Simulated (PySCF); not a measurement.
## How methods differ on the excitation energy of Rh

Rh [Kr] 4d8 5s1 (4F) → Rh [Kr] 4d7 5s1 5p1 (high-spin determinant), as a difference of total energies. Calculation: PySCF 2.14, in aug-cc-pVTZ-PP with ECP28MDF; a scalar-relativistic core potential. Correlated levels: valence: 4s2 4p6 frozen. The calculations carry no spin-orbit coupling.

| method | excitation energy (eV) |
| --- | --- |
| UHF | 2.772 |
| MP2 (valence) | 4.396 |
| SCS-MP2 (valence) | 4.587 |
| CCSD (valence) | 4.117 |
| CCSD(T) (valence) | 4.240 |

Question: How much does correlation contribute at CCSD(T) (valence)?

Answer: 4.240 − (2.772) = 1.468 eV, measured against UHF.

The determinant of the upper state mixes LS terms, which raises its energy above the lowest term, most at the Hartree-Fock and MP2 levels.
